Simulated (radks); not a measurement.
Values are calculated unless marked as measured or tabulated.
All-electron atom: Cs2+ in [Kr] 4d9.5 5s2 5p5 5d0.5 (fractional occupations, a model configuration). Level of theory: Dirac Kohn-Sham, LDA (Slater exchange, Perdew-Wang correlation), spin-unpolarised, spherical densities, finite nucleus; open shells fill j = l - 1/2 first; Fermi nuclear charge, rms radius 4.8041 fm (a radial shooting solver on a logarithmic mesh with Libxc functionals).

Normalised radial functions P(r) = r R(r) (large component), r in bohr:

```
   r/bohr * 5d3/2 (the largest magnitude, 0.65, reaches the edge; | marks zero)
 0.001906                             *
 0.002542                             *
 0.003418                             *
 0.004595                             *
 0.006129                             *
  0.00824                             *
  0.01108                             *
  0.01478                             *
  0.01987                             *
  0.02671                             *
  0.03562                             |*
   0.0479                             |*
  0.06439                             |  *
  0.08589                             |   *
   0.1155                             |     *
   0.1552                             |       *
   0.2071                             |      *
   0.2784                             |  *
   0.3743                         *   |
   0.4992                   *         |
   0.6712                 *           |
   0.9024                        *    |
    1.204                             |       *
    1.618                             |                   *
    2.176                             |                          *
    2.902                             |                        *
    3.901                             |                *
    5.245                             |       *
    6.996                             | *
    9.405                             *
```

5d3/2: eigenvalue -13.447 eV, 2 radial nodes at r = 0.321, 1.02 bohr, <r> = 2.81 bohr, 90 % of the charge inside 4.22 bohr.
